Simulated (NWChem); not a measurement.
Correlation energy of diselenium (Se$_{2}$)

```xyz
2

Se     0.0000     0.0000     1.0997
Se     0.0000     0.0000    -1.0997
```
Charge 0, spin multiplicity 3.

All runs are NWChem calculations. All single points use one geometry, from UPBE/def2-SVP, a minimum by its harmonic frequencies.

Basis set: def2-SVP. Each correlation energy counts from its own Hartree-Fock reference.

The Hamiltonian is non-relativistic. The correlated methods keep 18 core orbitals frozen. The unpaired electrons of the parent sit in orbitals of symmetry b2g and b3g (D2h labels of the run); other states weren't searched. The stability of the SCF solutions was not checked. Open-shell Hartree-Fock references start from PBE0 orbitals. Coupled-cluster values serve here as a point of comparison, not as the truth.

Question: Order these methods by the correlation energy they give, lowest first: UMP2, SCS-UMP2, CCSD[T] on UHF, CCSD on ROHF.

Answer: CCSD[T] on UHF (-463.1 mHa), CCSD on ROHF (-456.5 mHa), UMP2 (-447.6 mHa), SCS-UMP2 (-406.6 mHa)
